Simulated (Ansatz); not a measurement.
The cluster B2F4. Charge 0, multiplicity 1. Geometry PBE0-D4/def2-SVP, basis def2-TZVP, Ansatz.

```xyz
6

B    -0.6487   -0.2414    0.5136
B     0.6483    0.2415   -0.5142
F     1.8412   -0.3110   -0.4260
F    -1.1530   -1.4575    0.4646
F     0.4953    1.1809   -1.4251
F    -1.1830    0.5875    1.3872
```

```csv
run,HOMO (eV),LUMO (eV)
A,-10.04,-1.55
B,-8.72,-2.23
C,-8.33,-2.52
D,-8.80,-2.27
E,-9.35,-1.88
```

The structure comes from a short search, and lower isomers may exist.

Task: The runs used B97M-V, PBE, PBE0, r2SCAN, r2SCANh. Estimate which is which.

Result: A PBE0 (25 % exact exchange); B r2SCAN (0 % exact exchange); C PBE (0 % exact exchange); D B97M-V (0 % exact exchange); E r2SCANh (10 % exact exchange). Exact exchange lowers occupied and raises empty levels; among semilocal functionals meta-GGAs tend to open the gap a little, and such runs are hard to tell apart. The gap grows from 5.81 eV (PBE) to 8.50 eV (PBE0).
